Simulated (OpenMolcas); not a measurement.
## Lines of F2+: computed and rescaled rates

```json
{"Program": "OpenMolcas", "Method": "SS-RASPT2, IPEA 0.25 Eh, imaginary shift 0.1 Eh (closed shells correlated: 1s)", "Basis": "ANO-RCC-VTZP [4s3p2d1f]", "Scalar Hamiltonian": "DKH2, point nucleus", "Active space": "5 electrons in 9 orbitals (RAS2 2s 2p; RAS3 3d, at most 2 electrons)", "State averaging": "2S+1 = 4 odd, 1 root; 2S+1 = 2 odd, 8 roots; 2S+1 = 4 even, 3 roots; 2S+1 = 2 even, 9 roots", "Spin-orbit coupling": "state interaction with AMFI integrals over the reference wave functions, term energies averaged over their components"}
```

Rates come from the transition moments of the reference wave functions (E1 and E2 in the length form). At fixed line strength A goes as λ^-3 for E1 and M1 and as λ^-5 for E2, so a rate at the computed wavelength can be rescaled to the measured one. Measured vacuum wavelengths follow from level energies in Moore, Atomic Energy Levels, vol. I, NSRDS-NBS 35 (1971 reprint of NBS Circular 467, 1949). Branching counts decays inside the model space alone, at computed energies, and the table is only a selection of the E1 lines, drawn from those between levels with measured partners whose computed energy lies within a factor of 1.5 of the measured one.

| Upper | Lower | Type | λ computed (nm) | λ measured (nm) | A computed (s-1) | A rescaled (s-1) | Branching % |
| --- | --- | --- | --- | --- | --- | --- | --- |
| 2s 2p⁴ ⁴P_1/2 | 2s² 2p³ ⁴S°_3/2 | E1 | 65.23 | 65.61 | 1.19e+09 | 1.17e+09 | 100.0 |
| 2s 2p⁴ ⁴P_3/2 | 2s² 2p³ ⁴S°_3/2 | E1 | 65.31 | 65.69 | 1.19e+09 | 1.17e+09 | 100.0 |
| 2s 2p⁴ ⁴P_5/2 | 2s² 2p³ ⁴S°_3/2 | E1 | 65.44 | 65.83 | 1.18e+09 | 1.16e+09 | 100.0 |

The largest correction is for 2s 2p⁴ ⁴P_5/2 → 2s² 2p³ ⁴S°_3/2 (E1): 1.18e+09 × (65.44 / 65.83)^3 = 1.16e+09 s-1, a factor of 0.98.

The computed rate and branching of 2s 2p⁴ ⁴P_1/2 → 2s² 2p³ ⁴S°_3/2 give the upper level a radiative lifetime of 1.000 / 1.19e+09 s-1 = 8.40e-10 s, counting decays inside the model space alone. The rescaled rate gives about 8.6e-10 s.

No measured rate stands beside these. Rescaling mends the energy factor alone: line strengths can still be far off where a level mixes with configurations outside the active space, and weak or spin-changing lines hang on small mixing coefficients that depend on the term gaps too, so rescaling need not improve them.

Active for correlation alone: 3d; no level in the range computed is led by a configuration that fills it, so any true level of that kind is missing. Computed and measured levels are paired by configuration, term and J; levels that our copy of the source lacks, or whose pairing is in doubt (as where it misses far off the trend of its configuration), stay unpaired. Levels of configurations outside the active space are missing.

° marks odd parity.
